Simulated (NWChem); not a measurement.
Molecule: boric acid (H₃BO₃); SMILES OB(O)O

```xyz
7

O     -1.0724     0.8724     0.0000
B     -0.0342    -0.0038     0.0000
O      1.2444     0.5000     0.0000
O     -0.3495    -1.3323     0.0000
H     -0.7566     1.7804     0.0000
H      1.9455    -0.1551     0.0000
H      0.4027    -1.9267     0.0000
```
Atoms are numbered in this order, from 1.

Results from NWChem. All runs use the structure optimised with PBE0/def2-SVP.

For level Hartree-Fock/def2-SVPD:

| Item | Result |
|---|---|
| highest occupied level (eV) | -13.78 |
| orbital gap (eV) | 15.10 |
| dipole (D) | 3.22 |

**Question.** What are these values for level Hartree-Fock/def2-SVP?

**Answer.** 
| Property | Value |
|---|---|
| highest occupied level (eV) | -13.49 |
| orbital gap (eV) | 17.47 |
| dipole (D) | 3.39 |
